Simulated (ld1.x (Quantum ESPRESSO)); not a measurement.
Building the PAW potential for Zr (LDA (PZ), scalar-relativistic).

```
Element                 : Zr (Z = 40)
Generator               : ld1.x (Quantum ESPRESSO) 7.5
Type                    : PAW
Functional              : LDA (PZ)
Relativity              : scalar-relativistic
Frozen core             : [Kr]
Valence charge          : 4
Reference configuration : 4d2 5s1 5p0 (charge +1)
Partial waves           : 5s (bound): rcut 2.45, rcutus 2.65 bohr; 5s channel at 0.45 Ry: rcut 2.45, rcutus 2.65 bohr; 5p (bound, empty): rcut 4.10, rcutus 4.35 bohr; 5p channel at 1.95 Ry: rcut 4.10, rcutus 4.35 bohr; 4d (bound): rcut 1.85, rcutus 2.50 bohr; 4d channel at 1.6 Ry: rcut 1.85, rcutus 2.50 bohr
Local potential         : all-electron potential smoothed inside 4.20 bohr (lloc = -2)
Core correction         : Bessel-smoothed model core inside 2.50 bohr
Augmentation charge     : BESSEL, radius 2.05 bohr
```

All-electron outer shells of the reference configuration (LDA (PZ), scalar-relativistic, ld1.x):

| shell | level (eV) | outermost node (bohr) | outermost maximum (bohr) |
| --- | --- | --- | --- |
| 4p | -39.25 | 0.56 | 1.17 |
| 5s | -10.22 | 1.46 | 2.96 |
| 4d | -10.19 | 0.58 | 1.59 |
| 5p | -6.44 | 1.68 | 3.66 |

Task: Is a potential produced?

Result: No. ld1.x (Quantum ESPRESSO) 7.5 stopped with "new_paw_hamiltonian: negative rho": the pseudo-density turned negative during the self-consistent test, most likely because a state had been found with a wrong node count and its wave set to zero before. Before that it printed "Warning: n=1, l=0 expected 0 nodes, found 1".
